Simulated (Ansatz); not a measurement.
`CS[SiH]` + `[SiH3]N[SiH3]` → `[SiH]N([SiH3])[SiH3]` + CH₃SH at 400 K and 1 bar (ligand exchange at the Si–S bond).

Computed with Ansatz on PBE0-D4/def2-TZVP structures; ΔE is electronic, products minus reactants. CCSD(T)/CBS adds triple-zeta CCSD(T) − MP2 to the extrapolated MP2 energy (def2 sets, frozen cores). This one scheme is used for every species.

```csv
species,CCSD(T)/CBS energy (Eh),H − E (kJ/mol),S (J/(mol·K))
`CS[SiH]`,-727.28803,145.3,318.8
`[SiH3]N[SiH3]`,-637.10515,203.4,366.7
`[SiH]N([SiH3])[SiH3]`,-926.15926,204.2,387.8
CH₃SH,-438.22835,138.7,269.4
```

H − E and S are ideal-gas, rigid-rotor, harmonic terms from PBE0-D4/def2-TZVP. 1 Eh = 2625.50 kJ/mol, R = 8.31446 J/(mol·K).

Question: By hand: ΔE, ΔH, ΔS and ΔG.

Answer: ΔE = (-926.15926) + (-438.22835) − (-727.28803) − (-637.10515) = 0.00557 Eh = 14.6 kJ/mol. Δ(H − E) = 204.2 + 138.7 − 145.3 − 203.4 = -5.8, so ΔH = 8.8 kJ/mol. ΔS = 387.8 + 269.4 − 318.8 − 366.7 = -28.3 J/(mol·K). ΔG = 8.8 − 400 × (-28.3)/1000 = 20.1 kJ/mol.

Question: By hand: the equilibrium constant, and the temperature at which ΔG would vanish if ΔH and ΔS stayed fixed.

Answer: log₁₀ K = −ΔG/(RT ln 10) = -2.6. ΔH and −TΔS have one sign here, so there is no such temperature.

TΔS isn't small against ΔH here. A doubt of 5 kJ/mol in ΔE shifts log₁₀ K by 0.7 here. Modes under 60 cm⁻¹, often nearly free rotors, make the harmonic entropy too high. These are equilibria of isolated gas molecules and say nothing of rates. Largest T1 diagnostic: 0.016 (customary marks: 0.02 for closed shells, 0.045 for open ones).
